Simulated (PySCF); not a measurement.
Isomers of C6H11FS, one GFN2-xTB conformer each. Single-point energies are computed at PBE0/pcSseg-1 (PySCF, gas phase, no added dispersion term), electronic only.

```
              SMILES  GFN2-xTB relative energy (kcal/mol)
      FC[C@H]1CCCCS1                                  0.2
  CC[C@](C)(F)C(C)=S                                 12.6
C[C@@H]1CCS[C@@H]1CF                                  0.0
```

Conformers: `[F:1][CH2:2][C@H:3]1[CH2:4][CH2:5][CH2:6][CH2:7][S:8]1` with F1–C2–C3–C4 -59°, C2–C3–C4–C5 71°, C3–C4–C5–C6 61°, C4–C5–C6–C7 -64°, C5–C6–C7–S8 65°; `[CH3:1][CH2:2][C@:3]([CH3:4])([F:5])[C:6]([CH3:7])=[S:8]` with C1–C2–C3–C4 178°, C2–C3–C6–C7 120°; `[CH3:1][C@@H:2]1[CH2:3][CH2:4][S:5][C@@H:6]1[CH2:7][F:8]` with S5–C6–C7–F8 -72°, C1–C2–C3–C4 -175°, C2–C3–C4–S5 37°, C3–C4–S5–C6 -13°, C4–S5–C6–C7 112°.

Problem. What does PBE0/pcSseg-1 give for the same structures?

Solution. 
```json
{"SMILES": "FC[C@H]1CCCCS1", "PBE0/pcSseg-1 E (Eh)": "-732.72456", "PBE0/pcSseg-1 (kcal/mol)": "0.0", "GFN2-xTB (kcal/mol)": "0.2", "point group": "C1"}
{"SMILES": "C[C@@H]1CCS[C@@H]1CF", "PBE0/pcSseg-1 E (Eh)": "-732.72309", "PBE0/pcSseg-1 (kcal/mol)": "0.9", "GFN2-xTB (kcal/mol)": "0.0", "point group": "C1"}
{"SMILES": "CC[C@](C)(F)C(C)=S", "PBE0/pcSseg-1 E (Eh)": "-732.71169", "PBE0/pcSseg-1 (kcal/mol)": "8.1", "GFN2-xTB (kcal/mol)": "12.6", "point group": "C1"}
```

GFN2-xTB puts C[C@@H]1CCS[C@@H]1CF lowest instead; measured from each level's own lowest isomer, the values differ by up to 4.5 kcal/mol (CC[C@](C)(F)C(C)=S: 12.6 against 8.1). As drawn, the highest has a C=S bond, which the lowest lacks. Neighbours under 2.5 kcal/mol apart (FC[C@H]1CCCCS1 and C[C@@H]1CCS[C@@H]1CF) can change places with a better method, another conformer or zero-point energy.

Problem. Which frontier levels, dipoles and rotational constants go with these structures?

Solution. 
| SMILES | HOMO (eV, PBE0/pcSseg-1) | LUMO (eV) | dipole (D) | A, B, C (MHz) |
| --- | --- | --- | --- | --- |
| FC[C@H]1CCCCS1 | -6.34 | 1.17 | 1.55 | 2051, 1656, 1372 |
| C[C@@H]1CCS[C@@H]1CF | -6.28 | 0.83 | 2.15 | 2127, 1636, 1247 |
| CC[C@](C)(F)C(C)=S | -6.51 | -2.13 | 1.08 | 1959, 1383, 1307 |
